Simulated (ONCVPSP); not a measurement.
Before and after: ONCV potential for strontium

Sr, optimised norm-conserving Vanderbilt (ONCV), made with ONCVPSP 4.0.1 (PBEsol, scalar-relativistic). Core [Ar] 3d10, reference 4s2 4p6 5s1.5 (charge +0.5). Waves: 4s+5s: rc 2.50 bohr, ncon 5, nbas 8, qcut 4.6 1/bohr, 2 projectors; 4p: rc 1.75 bohr, ncon 4, nbas 7, qcut 5 1/bohr, 2 projectors, debl 2.9 Ha; d scattering state at 0.22 Ha: rc 1.90 bohr, ncon 4, nbas 8, qcut 4.5 1/bohr, 3 projectors, debl 3.9 Ha. Local part: polynomial inside 1.55 bohr (lpopt 5, dvloc0 3 Ha). Core correction: polynomial model core, fcfact 0.65.

In the d channel the program set the typed energies aside and used 0.050, 3.950, 7.850 Ha.

All-electron outer shells of the reference configuration (PBEsol, scalar-relativistic, ld1.x):

```
shell  level (eV)  outermost node (bohr)  outermost maximum (bohr)
   4s      -43.89                   0.59                      1.19
   4p      -25.81                   0.61                      1.33
   5s       -5.87                   1.64                      3.58
```

Change: functional BLYP.

Cutoffs: the cutoffs (Ha) at which the residual kinetic energy of the hardest occupied pseudo-wave falls to 1 and 0.1 mHa per electron; they do not see the model core or the augmentation charge, which bear on the density cutoff. Errors are all-electron minus pseudo energies relative to the spin-unpolarised reference configuration.

Problem. Predict the effect on cutoff, ghosts and configuration errors.

Solution. The potential gets neither clearly harder nor softer (11 Ha and 41 Ha → 11 Ha and 41 Ha); the errors of the 4 common tests hardly move; neither file shows a bound ghost.

```csv
quantity,base,changed
"cutoff, loose",11 Ha,11 Ha
"cutoff, tight",41 Ha,41 Ha
loose cutoff by channel,"s 7.8 Ha, p 11 Ha","s 7.7 Ha, p 11 Ha"
bound ghosts,none,none
GHOST(+) flags under 300 eV,none,none
"error for 4s2 4p6 5s2, meV [ΔE -2.35 → -2.28 eV]",+0.1,+0.1
"error for 4s2 4p6 5s1, meV [ΔE 3.55 → 3.53 eV]",-0.4,-0.4
"error for 4s2 4p6 5s0, meV [ΔE 14.45 → 14.66 eV]",-3.5,-3.7
"error for 4s2 4p6 5s1 5p1, meV [ΔE -0.03 → 0.08 eV]",+0.2,+0.3
s: phases at 2.53 bohr within 0.05 rad from the reference energy up to (Ha; the scan ends near 5),3.5,3.4
p: phases at 1.78 bohr within 0.05 rad from the reference energy up to (Ha; the scan ends near 5),to the end of the scan,to the end of the scan
d: phases at 1.92 bohr within 0.05 rad from the reference energy up to (Ha; the scan ends near 5),to the end of the scan,to the end of the scan
"rms error of d²Exc/dni dnj with the model core, mHa",1.90,1.85
```
